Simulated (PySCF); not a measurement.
Spinor energies of Tb⁵³⁺ (terbium, charge +53)

Start: [Ne] 3s2. Calculated with PySCF 2.14 in an even-tempered Gaussian basis (18 s from 15 bohr⁻², ratio 2.4; 14 p from 19 bohr⁻², ratio 2.4; 4 d from 62 bohr⁻², ratio 2.6; 4 f from 94 bohr⁻², ratio 2.6): generalised Hartree-Fock with the X2C-1e Hamiltonian and a Gaussian nucleus; one run each with spin-orbit coupling (SO) switched off, then screened by Boettger's factors.

```csv
spinor shell,electrons,"ε, spin-free (eV)","ε, screened SO (eV)",weight of nominal j (screened SO),"rms radius, screened SO (bohr)"
1s1/2,2,-56299.6,-56292.0,1.000,0.0244
2s1/2,2,-12585.3,-12583.4,1.000,0.0971
2p1/2,2,-11629.9,-12174.9,1.000,0.0830
3s1/2,2,-5107.0,-5106.7,1.000,0.232
```

Where does 2p3/2 lie, and what is the 2p spin-orbit splitting (screened SO)?

At -11399.4 eV, 775.47 eV above 2p1/2.

```csv
quantity,spin-free,screened SO
E (hartree),-8692.77995,-8699.27793
M_J,0,0
⟨J²⟩,0.000,0.000
⟨L²⟩,0.000,0.019
⟨S²⟩,0.000,0.019
```

Breit and QED terms are absent; they matter most for the inner s and p1/2 levels.

Densities and radii are taken from the X2C orbitals without a picture-change correction, which distorts them close to the nucleus.

Without spin-orbit coupling the j labels of p, d and f shells carry no meaning; the spin-free column gives the mean over the occupied spinors of each nl shell.
